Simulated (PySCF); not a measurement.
Bonds (- single, = double, # triple, : aromatic): C1=C2, C2-C3, C2-C4, C4=C5, C5-C6, C6=C7, C7-C8, C8#N9, C7-C10, C10=C11, C10-C4. C1 carries H12, H13; C3 carries H14, H15, H16; C5 carries H17; C6 carries H18; C11 carries H19, H20. H12 is cis to C3; H19 is cis to C4; H13 is trans to C3; H20 is trans to C4.

[PySCF: GFN2-xTB geometry; NMR shieldings at PBE0/pcSseg-1/GIAO; single conformer; no solvent model; one averaged value for each set of equivalent atoms; no relativistic terms]

Scale: $^{13}$C (σref 186.93) and $^{1}$H (σref 31.72) vs TMS; NH3 for $^{15}$N (σref 267.73) (reference shieldings calculated alike).

```tsv
atoms	nucleus	count	δ (ppm)
C2	$^{13}$C	1	146.5
C4	$^{13}$C	1	150.3
H14/H15/H16	$^{1}$H	3	2.22
H17	$^{1}$H	1	6.60
C6	$^{13}$C	1	152.2
N9	$^{15}$N	1	324.8
H19	$^{1}$H	1	?
C10	$^{13}$C	1	155.5
C7	$^{13}$C	1	112.1
C8	$^{13}$C	1	?
C11	$^{13}$C	1	140.2
C5	$^{13}$C	1	?
C3	$^{13}$C	1	?
H13	$^{1}$H	1	?
H18	$^{1}$H	1	7.31
H12	$^{1}$H	1	?
C1	$^{13}$C	1	126.1
H20	$^{1}$H	1	6.93
```

Fill in the missing shifts.

Results:


- C5: 132.9 ppm, alkene CH; the olefinic region
- C8: 120.6 ppm, nitrile carbon; this is the usual window of a C≡N carbon, which has no attached hydrogen
- C3: 25.5 ppm, allylic methyl carbon; saturated and bonded to C and H only
- H19: 6.77 ppm, hydrogen on a terminal =CH2 carbon; attached to an sp2 carbon and in the plane of the double bond
- H12: 5.61 ppm, hydrogen on a terminal =CH2 carbon; olefinic region
- H13: 5.19 ppm, hydrogen on a terminal =CH2 carbon; a vinylic proton, deshielded by the sp2 carbon and the C=C anisotropy

Shifts are as computed. Against solution values, carbons near 30 ppm lie about +3 ppm off and those near 130 ppm about +5 ppm. Of 1211 compounds with measured shifts, 218 miss one by over three times the rms of a fit or turn the order of signals round; such compounds aren't used in these exercises. Experimental scales use liquid or dissolved standards, which lie at an offset from isolated NH3 (liquid NH3: subtract about 20 ppm). Unscaled 15N shifts of sp2 nitrogen come out 20 to 40 ppm too high even then.
